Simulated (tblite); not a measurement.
C₆H₁₃PSi.
Z-matrix (Å and degrees, GFN2-xTB geometry), rows numbered from 1:
```
C 
C   1  1.5222
P   2  1.8770  1  111.24
C   3  1.8229  2   97.58  1   -79.81
C   4  1.3321  3  115.56  2   -89.78
Si  5  1.8815  4  125.04  3   179.62
C   5  1.5035  4  115.04  3     1.15
C   7  1.5333  5  108.54  4   -13.44
H   1  1.0890  2  110.63  3  -177.43
H   1  1.0885  2  110.46  3   -57.34
H   1  1.0883  2  110.59  3    62.50
H   2  1.0938  1  109.98  3   118.07
H   2  1.0933  1  110.68  3  -122.12
H   4  1.0788  3  120.63  2    91.47
H   6  1.4619  5  109.09  4     0.83
H   6  1.4667  5  108.70  4  -119.47
H   6  1.4654  5  109.07  4   121.64
H   7  1.0922  5  110.71  4  -135.42
H   7  1.0944  5  108.72  4   107.41
H   8  1.0909  3  110.69  2   -42.65
H   8  1.0935  3  106.74  2  -159.41
```

Computed with GFN2-xTB (tblite): harmonic, unscaled wavenumbers at the GFN2-xTB geometry, gas phase. Errors from tens to a few hundred cm⁻¹ against measured bands are possible. Modes of hydrogen on silicon can be 10 to 20 % off. One conformer, not necessarily the lowest.

Harmonic wavenumbers (cm⁻¹): 53.9, 68.8, 94.9, 99.8, 171.5, 194.5, 202.9, 261.1, 301.0, 384.2, 408.5, 508.5, 537.3, 553.6, 650.7, 704.9, 742.2, 759.1, 776.2, 779.4, 790.3, 792.5, 802.3, 841.1, 944.4, 987.9, 1008.0, 1012.7, 1073.4, 1074.0, 1110.3, 1162.3, 1195.0, 1224.2, 1244.3, 1251.9, 1295.8, 1408.9, 1443.7, 1451.8, 1478.7, 1497.8, 1501.0, 1618.4, 2235.9, 2247.8, 2277.4, 2929.1, 2938.7, 2945.2, 2952.9, 2967.5, 2977.4, 3012.4, 3023.1, 3030.0, 3076.6.

A = 2366, B = 844.9, C = 716.9 MHz; mass 144.052 u (most abundant isotopes); point group C1, symmetry number 1.

Zero-point energy?

Half the sum of the wavenumbers: 36539 cm⁻¹ = 104.47 kcal/mol.

What is S at 273.15 K and 1 bar for an ideal gas of classical rigid rotors and harmonic oscillators?

Translation 40.40, rotation 29.53, vibration 29.79: S = 99.7 cal/(mol K).

And Cp and H(273.15 K) − H(0)?

Cp = 39.59 cal/(mol K), of which vibrations give 31.64 (their classical limit is 57 R = 113.3); H(273.15 K) − H(0) = 6.51 kcal/mol without the zero-point energy, 4.33 from vibrations.

Which modes carry the vibrational entropy at 273.15 K?

53.9 cm⁻¹: 4.50; 68.8 cm⁻¹: 4.02; 94.9 cm⁻¹: 3.39; 99.8 cm⁻¹: 3.29; 171.5 cm⁻¹: 2.26; 194.5 cm⁻¹: 2.02 cal/(mol K); the other 51 give 10.33 together.

How do the functions run with temperature in this model?

```json
{"T (K)": "50", "S (cal/(mol K))": "59.8", "Cp (cal/(mol K))": "14.1", "H − H(0) (kcal/mol)": "0.51", "G − H(0) (kcal/mol)": "-2.48", "ln q(vib)": "0.53"}
{"T (K)": "100", "S (cal/(mol K))": "71.6", "Cp (cal/(mol K))": "20.2", "H − H(0) (kcal/mol)": "1.38", "G − H(0) (kcal/mol)": "-5.78", "ln q(vib)": "1.90"}
{"T (K)": "298.15", "S (cal/(mol K))": "103.3", "Cp (cal/(mol K))": "42.6", "H − H(0) (kcal/mol)": "7.53", "G − H(0) (kcal/mol)": "-23.27", "ln q(vib)": "7.74"}
{"T (K)": "373.15", "S (cal/(mol K))": "113.8", "Cp (cal/(mol K))": "51.1", "H − H(0) (kcal/mol)": "11.05", "G − H(0) (kcal/mol)": "-31.42", "ln q(vib)": "9.93"}
{"T (K)": "500", "S (cal/(mol K))": "130.5", "Cp (cal/(mol K))": "63.3", "H − H(0) (kcal/mol)": "18.34", "G − H(0) (kcal/mol)": "-46.93", "ln q(vib)": "13.62"}
{"T (K)": "750", "S (cal/(mol K))": "159.7", "Cp (cal/(mol K))": "80.4", "H − H(0) (kcal/mol)": "36.47", "G − H(0) (kcal/mol)": "-83.31", "ln q(vib)": "20.67"}
{"T (K)": "1000", "S (cal/(mol K))": "184.5", "Cp (cal/(mol K))": "91.6", "H − H(0) (kcal/mol)": "58.05", "G − H(0) (kcal/mol)": "-126.41", "ln q(vib)": "27.23"}
```

q(vib) and H(0) count from the zero-point level.

Blend soft modes into free rotors: weight 1/[1 + (100 cm⁻¹/ν̃)⁴] for the oscillator and the rest for a rotor with moment μB/(μ + B), μ = h/(8π²ν), B = 10⁻⁴⁴ kg m². What vibrational entropy results?

27.51 cal/(mol K) in place of 29.79, which changes −T·S at 273.15 K by +0.62 kcal/mol.

Hindered rotation and anharmonicity are outside this model. Other conformers, if any are populated, would add a mixing term that is left out. The structure is chiral; the term R ln 2 for an equal mix with its mirror image is left out.

Hardware: one thread of an Arm Neoverse V2 (shared host). Cost: 0.79 s of wall time. This covers the Hessian and the dipole derivatives.
